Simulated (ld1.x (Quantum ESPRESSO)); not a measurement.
# Before and after: TM potential for Sm (Z = 62)

```json
{
 "Element": "Sm (Z = 62)",
 "Generator": "ld1.x (Quantum ESPRESSO) 7.5",
 "Type": "norm-conserving Troullier–Martins (Kleinman–Bylander form)",
 "Functional": "PBE",
 "Relativity": "fully relativistic",
 "Frozen core": "[Xe] 4f5",
 "Valence charge": "3",
 "Reference configuration": "5d1 6s1 6p0 (charge +1)",
 "Partial waves": "6s (bound): rc 3.60 bohr; 5d (bound): rc 2.75 bohr; 6p (bound, empty): rc 3.65 bohr",
 "Local potential": "the p channel",
 "Core correction": "a·sin(br)/r model core, default radius (core density twice the valence density)"
}
```

Open shells are filled in proportion to 2j + 1 (rel_dist='average').

Change: wave 6s (bound): rc 3.60 bohr becomes 6s (bound): rc 4.84 bohr.

Cutoffs: the cutoffs (Ry, on a coarse ladder) from which the occupation-weighted sum of valence levels, in a spherical-Bessel basis at the reference potential, stays within 10 and 1 mRy of its value at 400 Ry; they do not see the model core or the augmentation charge, which bear on the density cutoff. Errors are all-electron minus pseudo energies relative to the spin-unpolarised reference configuration.

Problem. What does the change do?

Solution. The potential gets neither clearly harder nor softer (15 Ry and 18 Ry → 15 Ry and 18 Ry); of the 7 tests that both files solve, the error grows in 4 and shrinks in 3 by more than 15 % and 0.3 meV (median size 22.4 → 13.6 meV); neither file shows a bound ghost.

| quantity | base | changed |
| --- | --- | --- |
| cutoff, loose | 15 Ry | 15 Ry |
| cutoff, tight | 18 Ry | 18 Ry |
| bound ghosts | none | none |
| error for 5d1 6s2 6p0, meV [ΔE -6.45 eV] | +0.2 | -1.9 |
| error for 5d1 6s0 6p0, meV [ΔE 11.77 eV] | -22 | -64 |
| error for 5d1 6s1.5 6p0, meV [ΔE -3.86 eV] | -0.5 | -2.0 |
| error for 5d2 6s0 6p0, meV [ΔE 0.76 eV] | -77 | -27 |
| error for 5d1 6s0 6p2, meV [ΔE -0.90 eV] | -30 | -53 |
| error for 5d1.5 6s1.5 6p0, meV [ΔE -5.78 eV] | -19 | -14 |
| error for 5d0 6s2 6p0, meV [ΔE -0.24 eV] | -66 | +1.9 |
